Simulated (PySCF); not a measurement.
Compound: B(CN)3, C3BN3.
Geometry (PBE0-D3(BJ)/def2-SVP, Å), atoms numbered from 1 in this order:
```
atom  x, y, z in Å
B1     0.0116   -0.0134   -0.0105
C2     1.5405   -0.0041   -0.0127
N3     2.7013    0.0029   -0.0153
C4    -0.7616    1.3052   -0.0275
N5    -1.3484    2.3067   -0.0420
C6    -0.7406   -1.3442    0.0111
N7    -1.3110   -2.3551    0.0285
```

Method used: TDDFT CAM-B3LYP/def2-SVPD, vertical, gas phase, core orbitals frozen in the response in PySCF.

Ground-to-excited transition dipoles (e·a0, same axes as the geometry; the sign carries no meaning), for the states with f of 0.002 or more among the lowest 8:

| state | E (eV) | μx | μy | μz |
| --- | --- | --- | --- | --- |
| S4 | 5.421 | 1.016 | 0.375 | -0.008 |
| S5 | 5.424 | -0.376 | 1.018 | -0.014 |
| S8 | 6.026 | -0.001 | -0.004 | -0.281 |

Problem. Work out the oscillator strengths.

Solution. f = (2/3) ΔE |μ|² with ΔE in hartree (27.2114 eV).

| state | \|μ\|² (au) | \|μ\| (D) | f |
| --- | --- | --- | --- |
| S4 | 1.173 | 2.75 | 0.156 |
| S5 | 1.178 | 2.76 | 0.156 |
| S8 | 0.079 | 0.71 | 0.012 |

Problem. What is the point group, and which symmetry does each of these states have?

Solution. D3h. Polarised along the main axis, so A2″: S8. Polarised across the main axis, so E′: S4 and S5.

Problem. All atoms lie in one plane. Which transitions are polarised in it and which across it?

Solution. In the plane: S4 and S5. Perpendicular: S8. 

Problem. What peak molar absorption coefficient would the strongest computed level give as a lone Gaussian band 0.5 eV wide at half height?

Solution. ε(max) = 2.175×10⁸ f / FWHM, with the width in cm⁻¹. S4/S5 (f summed): 2.175×10⁸ × 0.3123 / 4033 ≈ 17000 L mol⁻¹ cm⁻¹.

S4/S5 coincide within about 0.01 eV; within a degenerate level the directions of the single components are arbitrary.
